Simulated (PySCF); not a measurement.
# Calculated NMR data

- geometry: GFN2-xTB
- shielding tensors at PBE0/pcSseg-1 (GIAO)
- code: PySCF 2.14
- in vacuum, rapidly exchanging positions averaged, a single conformation, non-relativistic

References, each an isolated molecule treated in the same way: TMS for ¹H (31.72 ppm) and ¹³C (186.93 ppm). Splittings of carbon signals by F and P are missing where no couplings were computed. Where no couplings were computed, multiplicities follow the n + 1 count of equivalent neighbours, and m marks all less simple cases (inequivalent or close neighbours, rings, F or P nearby). Shifts are as computed. Against solution values, carbons near 30 ppm lie about +3 ppm off and those near 130 ppm about +5 ppm. Of 1211 compounds with measured shifts, 218 miss one by over three times the rms of a fit or turn the order of signals round; such compounds aren't used in these exercises.

Compound 1 (C₂H₉FSi₄). ¹H NMR (500 MHz, computed): δ 8.67 (m, 1H), 6.23 (m, 1H), 5.42 (m, 1H), 4.26 (s, 3H), 3.66 (d, 3H). ¹³C{¹H} NMR (computed): δ 192.8, 187.2. Structure: SMILES F[Si@@H]1C([SiH3])=C[Si@@H]1[SiH3].

Compound 2 (C₂H₉FSi₄). ¹H NMR (500 MHz, computed): δ 4.67 (m, 2H), 3.73 (m, 6H), 1.89 (t, 1H). ¹³C{¹H} NMR (computed): δ 108.1, 82.4. Structure: SMILES [SiH3][Si]([SiH2]C#C)(F)[SiH3].

Compound 3 (C₈H₁₂NP). ¹H NMR (500 MHz, computed): δ 7.02 (m, 1H), 6.02 (m, 1H), 5.59 (m, 1H), 5.49 (m, 1H), 4.58 (d, 2H), 2.60 (m, 3H), 2.51 (m, 3H). ¹³C{¹H} NMR (computed): δ 174.1 (C), 150.2 (C), 145.3 (CH), 131.6 (CH), 123.8 (CH2), 56.1 (CH2), 18.5 (CH3), 18.0 (CH3). Structure: SMILES C=CCn1cc(C)pc1C.
